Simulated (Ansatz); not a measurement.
C2H8OSi2 can be A, `CC(=O)[SiH2][SiH3]`, or B, `O[Si@H]1C[C@@H]1[SiH3]`.

Computed with Ansatz on PBE0-D4/def2-TZVP structures; ΔE is electronic, products minus reactants. CCSD(T)/CBS adds triple-zeta CCSD(T) − MP2 to the extrapolated MP2 energy (def2 sets, frozen cores). DFT in def2-TZVPP. B3LYP here is the variant with VWN-RPA as its local correlation; programs differ in this. Each species was taken in one conformer, which may not be the lowest.

Question: Which is lower in electronic energy at CCSD(T)/CBS, and by how much? (An estimate is asked.)

Answer: Ansatz gave: B, by 102.9 kJ/mol.

Question: Give E(B) − E(A) in kJ/mol with HF/def2-TZVPP, r2SCAN-D4, B2PLYP, CCSD/def2-TZVPP, ωB97M-V, B3LYP-D4, PBE-D4. (Best estimate.)

Answer: Computed: HF/def2-TZVPP -77.8, r2SCAN-D4 -92.1, B2PLYP -89.4, CCSD/def2-TZVPP -97.1, ωB97M-V -104.4, B3LYP-D4 -77.6, PBE-D4 -72.4. None reverses the order clearly.

Largest T1 diagnostic: 0.015.

In def2-TZVPP, CCSD(T) changes the Hartree–Fock value by −17.2 kJ/mol (the triples alone add +2.1 kJ/mol) and MP2 by −42.5 kJ/mol. From PBE to PBE0 (25 % exact exchange), in def2-TZVPP and without D4, E(B) − E(A) moves by −18.6 kJ/mol.
